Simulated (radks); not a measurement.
The numbers below are computed, except where a source is named.
Task: These are the eigenvalues of the occupied orbitals of an atom or ion with whole-number occupations (hartree). Level of theory: Dirac Kohn-Sham, LDA (Slater exchange, Perdew-Wang correlation), spin-unpolarised, spherical densities, finite nucleus; Fermi nuclear charge, rms radius of each element as measured or else 0.836 A^(1/3) + 0.57 fm (a radial shooting solver on a logarithmic mesh with Libxc functionals).

1s1/2: -197.8878
2s1/2: -23.37010
2p1/2: -19.93196
2p3/2: -19.67183
3s1/2: -3.80042
3p1/2: -2.86016
3p3/2: -2.82801
3d3/2: -1.36898

Which element is it, and in what charge state? The configuration may be excited. Open shells, if any, fill j = l - 1/2 first.

Result: Z = 23, vanadium, charge +3: V3+ in [Ar] 3d2. The list shows which subshells hold electrons but not how many an open one holds; the 1s level, -197.89 hartree, gives Z - s = 19.9 by -(Z - s)^2/2, which with screening and relativity narrows Z to a few neighbours, and the depths of the outer levels then fix element, charge and occupations together.
